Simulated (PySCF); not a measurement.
A GIAO shielding run with PySCF 2.14.0 with density-fitted response routines (density fitting, non-relativistic, gas phase) on SMILES [SiH3][SiH]([SiH2]CC#C)[SiH3], C3H12Si4:

```
$ OMP_NUM_THREADS=1 python probes_run.py task.json out

{"job": {"kind": "nmr", "xc": "PBE0", "basis": "pcSseg-1"}, "charge": 0, "multiplicity": 1}
C      2.343224     1.465001     0.354424
C      1.889069     1.042677    -0.670615
C      1.313047     0.479591    -1.862591
Si     0.327883    -1.113092    -1.440622
Si    -1.090429    -0.581413     0.328846
Si    -2.294620     1.371177    -0.076914
Si    -0.008662    -0.559907     2.390510
H      2.764726     1.868111     1.225787
H      2.110611     0.263187    -2.575029
H      0.653390     1.218159    -2.324007
H     -0.295406    -1.529229    -2.707384
H      1.327895    -2.149981    -1.143200
H     -2.079004    -1.688882     0.363694
H     -3.390770     1.585323     0.870362
H     -1.423390     2.545076     0.017171
H     -2.898745     1.415936    -1.412545
H     -0.785737    -1.194151     3.459527
H      1.282016    -1.251386     2.357755
H      0.245100     0.811888     2.837371
```

Hardware: 1 thread of an Arm Neoverse V1, shared host. The job also computes population analyses, field gradients.

Problem. How large is the calculation?

Solution. 86 electrons, 207 basis functions and 1169 auxiliary functions.

Problem. How long does it take, and how much memory does it need?

Solution. 66 s of wall time, with 13 SCF cycles and 5 response iterations; peak memory 0.92 GiB. Times on a shared host scatter by some tens of per cent.
